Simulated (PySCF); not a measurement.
CH5FSi, SMILES FC[SiH3] at its PBE0/def2-SVP optimised geometry (Å):

```
8

F      1.7657    -0.9792     0.0000
C      0.3866    -0.9792     0.0000
Si    -0.2708     0.8059     0.0000
H      0.0233    -1.5278    -0.8880
H      0.0240    -1.5270     0.8887
H      0.2228     1.5278     1.2090
H     -1.7657     0.7585     0.0184
H      0.1923     1.5193    -1.2261
```

Method: PySCF 2.14.0 with PBE0/def2-TZVP.

Map of the HOMO−1 amplitude (bohr^(-3/2)) on the plane z = 0.8 Å; orbital energy -9.54 eV, overall sign arbitrary:

```
|5555555555555555555555555|
|5555555555555555555555555|
|5555555555555555555555555|
|5555555555555555555555555|
|5555555555555555555555555|
|5555555555566665555555555|
|5555555555677766555555555|
|5555555556789976555555555|
|5555555556789986555555555|
|5555555556789876555555555|
|5555555556677766555555555|
|5555555555666665555555555|
|5555555555555555555555555|
|5555555555444445566555555|
|5555555444433234666655555|
|5555554444321124677655555|
|5555554444310024566655555|
|5555544444320134555555555|
|5555544444432334555555555|
|5555554444443444455555555|
|5555554444444444455555555|
|5555555444444444455555555|
|5555555444444444455555555|
|5555555554444444555555555|
|5555555555544455555555555|
```
Scale: ten equal steps from -0.154 (start of '0') to 0.152 (end of '9'), in the order '0123456789'; x runs from -4.00 to 4.00, y from -4.00 (bottom) to 4.00 (top).
